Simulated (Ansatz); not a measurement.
Basis sets compared for Tl2F⁺. Charge 1, multiplicity 1. Geometry PBE-D4/def2-TZVP. Ansatz on 2 threads of Arm Neoverse N1 on a shared host; times are rough, and most runs start from earlier orbitals.

Cartesian coordinates in Å:
```
Tl 1.344 -1.230 -1.426
Tl -1.344 1.230 1.427
F 0.000 0.000 0.000
```

In the def2 sets Tl takes a core potential; there is no spin–orbit coupling. The structure comes from a short search, and lower isomers may exist.

```
           level  functions  energy (Eh)  HOMO (eV)  LUMO (eV)  wall time
 PBE-D4/def2-SVP         66    -444.6761     -11.49      -6.22      1.1 s
PBE0-D4/def2-SVP         66    -444.5980     -12.58      -5.45      1.8 s
```

**Question.** Estimate the rows for PBE-D4/def2-TZVP (with forces), PBE0-D4/def2-TZVP.

**Answer.** 
```tsv
level	functions	energy (Eh)	HOMO (eV)	LUMO (eV)	wall time
PBE-D4/def2-TZVP (with forces)	131	-444.8127	-11.60	-6.23	2.8 s
PBE0-D4/def2-TZVP	131	-444.7303	-12.71	-5.46	3 s
```
